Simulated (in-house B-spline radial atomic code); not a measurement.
Configurations of Gd⁵⁺, with energies counted from [Kr] 4d10 (4f5/2)6 5s2 (5p1/2)2 (5p3/2)3. Computed with a radial B-spline atomic code at the basis-set limit: Dirac-Hartree-Fock, average of each configuration as written, Fermi nucleus of rms radius 5.1569 fm. Energies include first-order Breit, QED and recoil terms.

Occupations are held fixed; configurations that lie above the ionisation limit could autoionise.

```
                                                          configuration  E - E(ref) (eV)  highest orbital  its <r> (bohr)
                      [Kr] 4d10 (4f5/2)5 5s2 (5p1/2)2 (5p3/2)3 (8d3/2)1           66.566            8d3/2            8.91
                      [Kr] 4d10 (4f5/2)5 5s2 (5p1/2)1 (5p3/2)4 (6g7/2)1            72.27            6g7/2           7.182
             [Kr] 4d10 (4f5/2)4 (4f7/2)1 5s2 (5p1/2)1 (5p3/2)4 (8g7/2)1           81.016            8g7/2            14.1
                               [Kr] 4d10 (4f7/2)6 5s2 (5p3/2)4 (6g9/2)1            89.49            6g9/2           7.179
         [Kr] (4d3/2)4 (4d5/2)5 (4f5/2)2 (4f7/2)5 5s2 (5p1/2)1 (5p3/2)4           159.95            4f7/2          0.7727
[Kr] (4d3/2)3 (4d5/2)6 (4f5/2)1 (4f7/2)5 5s2 (5p1/2)2 (5p3/2)3 (6d5/2)1            205.4            6d5/2           3.781
```

(1) Order these further configurations by energy, lowest first.
A. [Kr] 4d10 (4f5/2)3 (4f7/2)3 5s2 (5p1/2)1 (5p3/2)4
B. [Kr] 4d10 (4f5/2)2 (4f7/2)3 5s2 (5p1/2)1 (5p3/2)4 9s1
C. [Kr] 4d10 (4f5/2)4 (4f7/2)2 5s2 (5p1/2)1 (5p3/2)4
D. [Kr] 4d10 (4f5/2)3 (4f7/2)2 5s2 (5p1/2)1 (5p3/2)4 (5d5/2)1
E. [Kr] 4d10 (4f5/2)5 (4f7/2)1 5s2 (5p1/2)2 (5p3/2)3

(2) How far above the reference does [Kr] 4d10 (4f5/2)5 (4f7/2)1 5s2 (5p3/2)4 (9p3/2)1 lie?

(3) How far above the reference does [Kr] 4d10 (4f5/2)3 (4f7/2)3 5s2 (5p1/2)1 (5p3/2)3 (9d5/2)1 lie?

Answers

(1) E (3.3563 eV), C (11.288 eV), A (12.61 eV), D (32.989 eV), B (79.01 eV).

(2) 90.735 eV; its least bound orbital is 9p3/2 with <r> = 10.79 bohr.

(3) 89.182 eV; its least bound orbital is 9d5/2 with <r> = 12.37 bohr.
